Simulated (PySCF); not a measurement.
Compound: C7H10N (doublet state).
Geometry (GFN2-xTB, Å), atoms numbered from 1 in this order:
```xyz
18
C7H10N angstrom
C     -1.4622    0.2109   -1.8255
C     -1.2137   -0.1663   -0.5724
C     -2.2555   -0.7902    0.3030
C      0.0995    0.0047    0.0355
N      0.3344   -0.3578    1.2336
C      1.7031   -0.0759    1.5798
C      2.3133    0.5399    0.3761
C      1.2861    0.6171   -0.6848
H     -0.7157    0.6596   -2.4576
H     -2.4367    0.0798   -2.2649
H     -3.2029   -0.8843   -0.2208
H     -2.3910   -0.1860    1.1972
H     -1.9192   -1.7720    0.6287
H      2.1907   -1.0119    1.8923
H      1.7184    0.5768    2.4659
H      3.3274    0.8710    0.2970
H      1.5448    0.0475   -1.5883
H      1.0705    1.6435   -1.0129
```

The hyperfine couplings belong to this conformer and change with its torsions.

The species is `C=C(C)C1=NC[CH]C1` [radical].

Computed with PySCF, UKS B3LYP, pcH-1 on C H N, non-relativistic, mean-field spin-orbit, GIAO. The structure is a single GFN2-xTB conformer in the gas phase; no vibrational or solvent corrections. The geometry wasn't refined by DFT: couplings that depend on bond lengths, twists or pyramidal angles can differ widely from those at the functional's own minimum.

**Question.** Count the α and β electrons and give S(S+1).

**Answer.** 59 electrons with 2S = 1: 30 α and 29 β; S(S+1) = 0.75.

Mulliken spin populations, one withheld:

```csv
atom,bound to,population
C1,"C2, H9, H10",-0.0016
C2,"C1, C3, C4",+0.0012
C3,"C2, H11, H12, H13",-0.0002
C4,"C2, N5, C8",+0.0001
N5,"C4, C6",-0.0001
C6,"N5, C7, H14, H15",?
C7,"C6, C8, H16",+1.0251
C8,"C7, C4, H17, H18",-0.0906
H9,C1,0.0000
H10,C1,+0.0001
H11,C3,-0.0001
H12,C3,+0.0001
H13,C3,+0.0001
H14,C6,+0.0445
H15,C6,+0.0445
H16,C7,-0.0406
H17,C8,+0.0498
H18,C8,+0.0498
```

**Question.** What does C6 hold?

**Answer.** The populations add up to Nα − Nβ = 1, and the others sum to 1.0821, so C6 holds -0.082.

**Question.** Sum the populations by element and by sign.

**Answer.** Carbon +0.85, hydrogen +0.15, nitrogen 0.00. The positive populations sum to 1.22, the negative ones to -0.22.

**Question.** The run gives ⟨S²⟩ = 0.7540. What does that say of the overlap of α and β orbitals, and of the weight of higher spin?

**Answer.** For a single determinant ⟨S²⟩ = S(S+1) + Nβ − Σ|⟨iα|jβ⟩|², so the squared overlaps of occupied orbitals sum to 29 − 0.0040 = 28.9960. If the quartet state (S + 1) were the only admixture, its weight would be 0.0040/(2S + 2) = 0.13 %. For Kohn–Sham this describes the determinant of the orbitals, not the true wave function.

**Question.** What Fermi-contact NMR shifts do the couplings of C4, N5, C6, C8 imply at 350 K (Curie law, g = gₑ)?

**Answer.** δ = a_FC·h·gₑ μB S(S+1)/(3 g_N μN kT), with k/h = 20836.6 MHz/K:

```tsv
nuclei	isotope	a_FC (MHz)	g_N	contact shift (ppm)
C4	13C	-0.38	1.4048	-34
N5	14N	-0.31	0.4038	-96
C6	13C	-34.21	1.4048	-3069
C8	13C	-36.50	1.4048	-3275
```

The sign follows the spin density at the nucleus: positive density means a positive shift.

The spin density at the nucleus, in bohr⁻³, is negative for C8 (-0.0325), C6 (-0.0304) and H16 (-0.0143), for instance. A restricted open-shell determinant has no negative spin density anywhere; here it arises because α and β orbitals differ (spin polarisation).
